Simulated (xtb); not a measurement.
AsFH4O2Si, SMILES F[Si]([AsH2])(O)O. All values are semi-empirical tight-binding results from xtb (GFN2-xTB unless named), good for trends rather than for accurate numbers. The structure is a stationary point at GFN2-xTB. The values are those of a single conformer.

Optimised geometry:

Bonded distances (Å): O1–Si2 1.610, O1–H6 0.956, Si2–O3 1.628, Si2–F4 1.629, Si2–As5 2.291, O3–H7 0.953, As5–H8 1.502, As5–H9 1.497. Angles (°): Si2–O1–H6 120.6, O1–Si2–O3 108.0, O1–Si2–F4 107.8, O1–Si2–As5 112.2, O3–Si2–F4 103.9, O3–Si2–As5 116.2, F4–Si2–As5 108.1, Si2–O3–H7 119.8, Si2–As5–H8 92.2, Si2–As5–H9 92.8, H8–As5–H9 89.7.
Charge 0, spin multiplicity 1.

The orbital gap is 5.49 eV and the zero-point energy comes out as 28.1 kcal/mol. The G − E(el) at 298.15 K (modified RRHO) comes out as 6.8 kcal/mol and the static polarisability (D4 model) is 77.0 bohr³. The solvation energy, GFN2-xTB/ALPB(water) is -9.3 kcal/mol and the solvation energy, GFN2-xTB/ALPB(octanol) comes out as -9.0 kcal/mol.

Task: Give the atomic charges and the Wiberg bond orders between heavy atoms. (An estimate is asked for; the answer gives what the named calculation found.)

Result: charges (e) O1 -0.46, Si2 0.64, O3 -0.49, F4 -0.31, As5 0.05, H6 0.32, H7 0.31, H8 -0.03, H9 -0.02. Bond orders O1–Si2 1.18, Si2–O3 1.14, Si2–F4 0.99, Si2–As5 0.85.
